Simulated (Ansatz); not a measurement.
`C[SiH](F)I` + H₂O → `C[SiH](O)I` + H–F  (formal hydrolysis of the Si–F bond)

Calculated with Ansatz (gas phase, PBE0-D4/def2-TZVP geometries, no zero-point term in ΔE). CCSD(T)/CBS adds triple-zeta CCSD(T) − MP2 to the extrapolated MP2 energy (def2 sets, frozen cores). This one scheme is used for every species. Functionals use def2-TZVPP. Elements past krypton have def2 core potentials. For I outer-core shells are correlated without core-valence functions, which leaves a few kJ/mol of doubt a bond. One conformer a species, not always the lowest.

```
        level  ΔE (kJ/mol)
          PBE         39.9
MP2/CBS(def2)         36.3
```

What does CCSD(T)/CBS give? (Estimate.)

Ansatz gave: +38.7 kJ/mol. The listed levels differ from it by 1.2, -2.4 kJ/mol.

Largest T1 diagnostic among the species: 0.009.

In def2-TZVPP, CCSD(T) changes the Hartree–Fock value by −6.9 kJ/mol (the triples alone add −1.3 kJ/mol) and MP2 by −9.4 kJ/mol. The D4 term adds −3.6 kJ/mol with B3LYP and −2.0 kJ/mol with PBE0; it sums over pairs of atoms, weighted by their polarisabilities, and B3LYP, whose exchange is more repulsive, gets the larger term.

CCSD(T)/CBS has its own doubt, a few kJ/mol and more with outer-core shells, so smaller differences from it don't rank the levels.

B3LYP here is the variant with VWN-RPA as its local correlation; programs differ in this.
